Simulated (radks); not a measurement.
Values are calculated unless marked as measured or tabulated.
The table gives one normalised radial function P(r) = r R(r) (large component) of He+ in 1s1 (r in bohr). Code: a radial shooting solver on a logarithmic mesh with Libxc functionals. Model: Dirac Kohn-Sham, Slater X-alpha with alpha = 1.006, spin-unpolarised, spherical densities, point nucleus.

| r | P |
|---|---|
| 0.04246 | 0.2230 |
| 0.05355 | 0.2751 |
| 0.067 | 0.3349 |
| 0.08382 | 0.4050 |
| 0.1057 | 0.4887 |
| 0.1322 | 0.5795 |
| 0.1668 | 0.6814 |
| 0.2086 | 0.7831 |
| 0.261 | 0.8810 |
| 0.3292 | 0.9676 |
| 0.4118 | 1.0239 |
| 0.5152 | 1.0393 |
| 0.6498 | 0.9993 |
| 0.8129 | 0.9008 |
| 1.025 | 0.7429 |
| 1.283 | 0.5566 |
| 1.605 | 0.3678 |
| 2.024 | 0.2032 |
| 2.532 | 0.0943 |

Which n and l does it have? It may be an empty orbital.

Answer. n = 1, l = 0: the number of nodes gives n - l - 1 = 0, the rise at small r points to l (this Dirac orbital starts as r^gamma with gamma = sqrt((l + 1)^2 - (Z/c)^2) = 1.00; the j = 1/2 orbital of l + 1 starts with the same power, but with a smaller coefficient, and then steepens), and the extent must fit the shell. The curve is that of 1s1/2. 1s1/2: eigenvalue -43.697 eV, 0 radial nodes, <r> = 0.750 bohr, 90 % of the charge inside 1.34 bohr.
